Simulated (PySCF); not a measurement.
ZnH, SMILES [ZnH] (connectivity only; charge and spin as stated), neutral, multiplicity 2. Geometry optimised at PBE-D3(BJ)/def2-TZVPD. The multiplicity is an assumed one; other spin states were not compared.

The numbers are results of PBE-D3(BJ)/def2-TZVPD run with PySCF, not measurements.

Harmonic wavenumbers (cm⁻¹): 1483. Rotational constants (GHz): 192.3 (linear); symmetry number 1.

Work out the zero-point energy and the ideal-gas rigid-rotor harmonic-oscillator thermochemistry at 298.15 K and 1 atm.

ZPE = ½ Σ hcν = ½ × 1483 cm⁻¹ = 8.87 kJ/mol. H − E(el) = 17.56 kJ/mol. Entropy in J/(mol K): translation 161.07, rotation 37.21, vibration 0.05, spin 5.76, total 204.10. G − E(el) = -43.29 kJ/mol. Cp = 29.43 J/(mol K).
